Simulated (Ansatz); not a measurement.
`B[As](N)[GaH2]` from Hartree–Fock to CCSD(T)

```xyz
10

B     0.1858    1.2062   -0.9930
As   -1.0495    0.0246   -0.0683
N    -0.7721    0.3107    1.7463
Ga    0.6032   -1.6435   -0.6566
H     0.2957    1.0517   -2.1735
H     0.7738    2.0826   -0.4307
H    -1.6166    0.1269    2.2711
H    -0.4686    1.2571    1.9382
H     1.4269   -2.2823    0.5094
H     0.6215   -2.1342   -2.1429
```

Charge 0, multiplicity 1. Correlated methods include outer-core shells of As, Ga, which these sets cover unevenly. Scalar relativity is left out up to krypton. The structure was optimised at the PBE0-D4/def2-TZVP level. It is one conformer, not always the lowest. Frozen core, restricted reference, Ansatz 0.2.0.

```tsv
basis	HF (Eh)	MP2 corr.	CCSD corr.	(T)	CCSD(T) total
def2-SVP	?	-0.71272	?	-0.02452	?
def2-TZVPP	-4240.08772	?	?	-0.03565	?
def2-QZVPP	-4240.17708	-1.37912	–	–	–
```

(1) Fill in the withheld values. (An estimate is asked.)

Results:

(1) The calculation gave: def2-SVP HF (Eh): -4239.45912; def2-SVP CCSD corr.: -0.73962; def2-SVP CCSD(T) total: -4240.22326; def2-TZVPP MP2 corr.: -0.82700; def2-TZVPP CCSD corr.: -0.85304; def2-TZVPP CCSD(T) total: -4240.97641.
